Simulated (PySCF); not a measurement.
PySCF job for Be(Br)(Et) (C₂H₅BeBr), SMILES C[CH2][Be][Br], PBE/pcSseg-1. The structure is a stationary point at B3LYP-D3(BJ)/def2-SVP. The structure was generated by enumeration; whether it is a known compound was not checked. Other conformers were not sampled.

```python
import numpy as np
from pyscf import gto, scf, dft
from pyscf.prop.nmr import rks as nmr

mol = gto.M(
    atom='''
    Be    0.32850846   -0.53369906    0.00000000
    Br   -0.05705263    1.39737068    0.00000000
    C     0.66179755   -2.17396814   -0.00000000
    C    -0.54786356   -3.13141255   -0.00000000
    H     1.30613188   -2.39282687   -0.87539714
    H     1.30613188   -2.39282688    0.87539714
    H    -1.18734447   -2.98240610    0.88584490
    H    -1.18734447   -2.98240610   -0.88584490
    H    -0.23837066   -4.19042753    0.00000001
    ''',
    basis='pcSseg-1',
    charge=0,
    spin=0,
    max_memory=1600,
    verbose=3,
)
mf = dft.RKS(mol, xc='pbe')
mf.grids.level = 3
mf.conv_tol = 1e-10
mf.max_cycle = 100
mf.kernel()
n = nmr.NMR(mf)
n.verbose = 2
n.max_cycle_cphf = 60
sigma = n.kernel()
print('atom   isotropic/ppm   span/ppm')
for i, s in enumerate(sigma):
    w = np.linalg.eigvalsh((s + s.T) / 2)
    print(f'{mol.atom_symbol(i):2s}{i + 1:3d} {w.mean():14.3f} {w[2] - w[0]:11.3f}')
```

It prints:

```
converged SCF energy = -2667.37206940501
atom   isotropic/ppm   span/ppm
Be  1         83.025     123.106
Br  2       2586.466     776.666
C   3        178.535      18.155
C   4        170.161      19.135
H   5         30.952       9.732
H   6         30.952       9.732
H   7         30.197       9.972
H   8         30.197       9.972
H   9         29.969      11.999
```

Self-consistency was reached.
